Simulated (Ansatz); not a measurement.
Input file for Ansatz (a first-principles code): R-CCSD(T)/def2-QZVPP on ClIn (SMILES [Cl][In]), 2S+1 = 1, a spin state set in the input, which need not be the lowest, at the other state's geometry. Elements past Kr take the def2 small-core potentials; no spin–orbit coupling. Files ending in .json are basis or fitting sets from the Basis Set Exchange. The run froze 14 orbitals, filled d shells among them.

Ansatz 0.2 input:
```yaml
crystal:
  periodic: [false, false, false]
  atoms:
    - {symbol: Cl, position_ang: [-0.00000000, -0.00000000, -1.78372257]}
    - {symbol: In, position_ang: [0.00000000, 0.00000000, 0.61884253]}
basis:
  gaussian:
    orbitals: def2-QZVPP.json
magnetization: {spin_polarized: false}
correlation: {method: ccsd_t, electrons: outside_noble_gas}
scf: {omitted_lower_state_checks: [cluster_reference]}
```

Q: What total energy does the run end on?

A: -649.1173 hartree (reference determinant -648.8255, T1 diagnostic 0.010).

Q: How many basis functions does it have, and what does it roughly cost on one machine?

A: 152 functions; around 12 core-seconds (rough).
